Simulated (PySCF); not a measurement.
Compound: C4H9NOSi2.
Atom-mapped SMILES: `[SiH3:1][NH:2][c:3]1[cH:4][o:5][c:6]([SiH3:7])[cH:8]1`

Cartesian coordinates in Å at the GFN2-xTB level; atoms count from 1:
```xyz
17
C4H9NOSi2 angstrom
Si    -3.0178    0.3047    0.4298
N     -1.9165   -0.7913   -0.3211
C     -0.5450   -0.6726   -0.3630
C      0.3506   -1.5226   -0.9570
O      1.6125   -1.0747   -0.7899
C      1.5486    0.0773   -0.0826
Si     3.1586    0.9399    0.3171
C      0.2408    0.3629    0.2037
H     -2.9272    1.6322   -0.1877
H     -4.3177   -0.3148    0.1839
H     -2.7230    0.4127    1.8621
H     -2.2544   -1.6046   -0.8096
H      0.2149   -2.4340   -1.5051
H      3.8427    0.2516    1.4161
H      2.8384    2.3110    0.7159
H      4.0078    0.9259   -0.8744
H     -0.1203    1.2084    0.7519
```

Definitions: NICS(0) = −σiso at the ring centroid; NICS(1) = −σiso and NICS(1)zz = −σzz at ±1 Å along the ring normal z. Level: GIAO PBE0/pcSseg-1 (PySCF, non-relativistic, gas phase) on the GFN2-xTB geometry, one conformer.

Ring bond lengths (Å), with Mayer bond orders in brackets: C3–C4 1.370 (1.52), C4–O5 1.349 (1.05), O5–C6 1.353 (1.04), C6–C8 1.369 (1.54), C8–C3 1.418 (1.27).

Problem. Give the NICS values of each ring in ppm.

Solution. 
```
          ring                                               type  NICS(0)  NICS(1), two faces  NICS(1)zz, two faces  rms pucker (Å)  centre to ring atoms, mean (Å)
C3–C4–O5–C6–C8  5-membered ring with O; formal bonds all aromatic    -11.8         -9.9 / -9.8         -24.5 / -24.3            0.00                            1.17
```

Problem. What do they say, and how far can they be read as aromaticity?

Solution. 
- C3–C4–O5–C6–C8: mean NICS(1)zz -24.4 ppm, shielded. For a flat ring without four-coordinate atoms the NICS criterion counts such a value as aromatic.

Problem. And the bond-length index? Use HOMA with the parameters of Krygowski (1993).

Solution. 
- C3–C4–O5–C6–C8: HOMA 0.45; the largest term is that of O5–C6, α(R − Ropt)² = 1.23.

Problem. At the first NICS(1) probe listed for ring C3–C4–O5–C6–C8, 1 Å off the ring, what do the in-plane components average?

Solution. The isotropic value is a third of the trace: (3 × -9.9 − (-24.5))/2 = -2.6 ppm.

Problem. How shielded are the nuclei of the rings and their hydrogens (means over atoms taken as equivalent)?

Solution. 
| atoms | environment | σ isotropic (ppm) | principal values of the symmetric part, first atom (ppm) |
| --- | --- | --- | --- |
| C3 | aromatic carbon bearing nitrogen | 45.2 | -25.6, 30.4, 130.9 |
| C4 | aromatic CH next to a ring oxygen | 49.9 | -9.7, 57.5, 101.9 |
| O5 | furan-type oxygen | 35.2 | -100.1, -50.1, 255.7 |
| C6 | substituted aromatic carbon | 33.7 | -32.4, 27.2, 106.3 |
| C8 | aromatic CH carbon | 67.0 | -26.7, 75.6, 152.1 |
| H13 | aromatic hydrogen | 24.20 | 21.4, 24.4, 26.8 |
| H17 | aromatic hydrogen | 24.93 | 22.3, 23.6, 28.9 |
